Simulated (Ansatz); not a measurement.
The cluster LiAg6⁺. Charge 1, multiplicity 1. Geometry r2SCAN-D4/def2-SVP; atoms count from 1.

```
atom   x (Å)   y (Å)   z (Å)
 Li1   0.447  -1.556  -2.470
 Ag2   0.032  -0.706   0.393
 Ag3  -0.366   0.599   2.665
 Ag4  -1.309   0.375  -1.625
 Ag5   2.149   0.556   1.432
 Ag6  -2.480   0.052   0.911
 Ag7   1.526   0.680  -1.307
```

In the def2 sets Ag takes a core potential; there is no spin–orbit coupling. The restricted singlet is unstable towards broken spin symmetry in Hartree–Fock (as tested in another run); at PBE0-D4/def2-TZVP this wasn't settled. Another isomer (singlet) lies 0.59 eV lower at PBE0-D4/def2-TZVP; other spin states weren't run for this one.

Question: Estimate the Mulliken populations from the PBE0/def2-TZVP orbitals of Ansatz.

Answer: 
```json
{"atom": "Li1", "charge (e)": "0.48", "d electrons": "–"}
{"atom": "Ag2", "charge (e)": "0.48", "d electrons": "9.88"}
{"atom": "Ag3", "charge (e)": "-0.01", "d electrons": "9.91"}
{"atom": "Ag4", "charge (e)": "-0.07", "d electrons": "9.90"}
{"atom": "Ag5", "charge (e)": "0.09", "d electrons": "9.91"}
{"atom": "Ag6", "charge (e)": "0.09", "d electrons": "9.91"}
{"atom": "Ag7", "charge (e)": "-0.07", "d electrons": "9.90"}
```
Mulliken values depend strongly on the basis.

Question: And the Mayer bond orders between heavy atoms (over 0.3)?

Answer: Li1–Ag4 0.31 (2.74 Å); Li1–Ag7 0.31 (2.74 Å); Ag3–Ag5 0.47 (2.80 Å); Ag3–Ag6 0.47 (2.80 Å); Ag4–Ag6 0.42 (2.81 Å); Ag4–Ag7 0.36 (2.87 Å); Ag5–Ag7 0.42 (2.81 Å).
